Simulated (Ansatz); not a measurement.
Geometry optimisation, Ansatz 0.2.0, RKS B3LYP-D4/def2-SVP.

Input:

```yaml
crystal:
  periodic: [false, false, false]
  atoms:
    - { symbol: B, position_ang: [0.205332, 0.551731, -0.246117] }
    - { symbol: Cl, position_ang: [-0.122191, -0.487171, 2.623772] }
    - { symbol: Cl, position_ang: [1.615664, -0.443736, -0.606452] }
    - { symbol: H, position_ang: [-0.898, 0.162036, -0.480535] }
    - { symbol: "N", position_ang: [0.407419, 1.915764, 0.266447] }
    - { symbol: H, position_ang: [1.332791, 2.315458, 0.376543] }
    - { symbol: H, position_ang: [-0.356061, 2.580567, 0.316805] }
    - { symbol: H, position_ang: [0.089045, 0.74865, 2.168938] }
basis:
  gaussian: { orbitals: def2-SVP }
hamiltonian:
  xc: b3lyp
  dispersion: d4
relax:
  f_tol: 0.03
  max_steps: 50
```

Launched with:

```bash
$ ansatz run input.yaml --threads 2 --pin off --max-ram 3072MiB --backend cpu --events-out ev --progress --plain --runs-dir out
```

**Question.** Where does it end, and by what steps?

**Answer.** The forces met the threshold. After 10 steps the energy has fallen by 0.200 eV; Cl2 moved furthest, 0.61 Å.

```csv
step,energy less start (eV),largest force component (eV/Å),accepted
0,0.0000,2.264,yes
1,-0.1017,1.048,yes
2,-0.1105,1.172,yes
3,-0.1666,0.653,yes
4,-0.1781,0.639,yes
5,-0.1808,0.184,yes
6,-0.1758,0.217,no
7,-0.1974,0.041,yes
8,-0.1992,0.057,yes
9,-0.1995,0.042,yes
10,-0.1998,0.016,yes
```

```xyz
8
Properties=species:S:1:pos:R:3
B 0.233 0.596 -0.445
Cl -0.141 -0.109 3.095
Cl 1.661 -0.351 -0.884
H -0.855 0.225 -0.787
N 0.384 1.764 0.313
H 1.293 2.153 0.547
H -0.395 2.388 0.495
H 0.093 0.678 2.086
```

The run took 23 s on 2 threads of AMD EPYC 7R43 64-Core Processor (Zen 3), with other jobs on the host, peak memory 0.18 GiB.
